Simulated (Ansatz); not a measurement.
`[O]=[Nb]([OH])([OH])[Cl]`. Charge 0, multiplicity 1. Correlated methods include outer-core shells of Nb, which these sets cover unevenly. Nb takes the def2 core potential.

Cartesian coordinates in Å:
```
O -1.761 0.137 -0.208
Nb -0.079 0.280 -0.128
O 0.449 0.112 1.675
O 0.688 -1.109 -1.148
Cl 0.527 2.343 -0.969
H -0.087 0.017 2.464
H 0.265 -1.780 -1.687
```

Q: Give the diagnostics of a CCSD(T)/def2-TZVPP run (frozen core, Ansatz). (An estimate is asked.)

A: Computed: T1 = 0.0217, largest single amplitude 0.047, largest double 0.038, (T) share of the correlation energy 4.9 %, 12 CCSD cycles. The RHF solution is stable towards an unrestricted one. T1 lies over the customary mark of 0.02 for closed shells; compounds of d metals often pass it without a breakdown.
